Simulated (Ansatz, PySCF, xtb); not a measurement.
Pair of molecules: NH3 (SMILES N) (first 4 atoms) with PH3 (SMILES P); geometry from B3LYP-D3(BJ)/def2-TZVP, rigid monomers moved along the line of their centres of mass till N1···P5 is 2.90 Å.
(charge 0, multiplicity 1):
```xyz
8

N     -0.0643    -0.1165     0.0765
H     -0.9063    -0.6806     0.0766
H     -0.3421     0.8358    -0.1314
H      0.5202    -0.4387    -0.6864
P     -0.0954     0.3948     2.9322
H      1.1501     0.8949     2.4844
H      0.2636     0.4671     4.3076
H      0.2922    -0.9601     2.8053
```

Counterpoise-corrected where a basis set is named; no monomer relaxation. Rows marked so take none.

Rows in 6-311+G**, 6-31G* carry no dispersion term and start afresh at each structure (6-31G* with six Cartesian d functions).

Programs: Ansatz (a quantum-chemistry and plane-wave program); PySCF for 6-311+G** rows, 6-31G* rows, the dispersion terms; xtb for the GFN methods. Values without a source in brackets are computed.

Problem. One of these levels gives -5.1 kJ/mol for the interaction energy. Name it.
(A) B3LYP/6-311+G** (no counterpoise)
(B) PBE-D3(BJ)/def2-TZVPPD
(C) BP86/6-31G* (no counterpoise)
(D) GFN2-xTB

Solution. B, PBE-D3(BJ)/def2-TZVPPD. The others give -15.6 (GFN2-xTB), -6.9 (BP86/6-31G* (no counterpoise)), 0.7 (B3LYP/6-311+G** (no counterpoise))
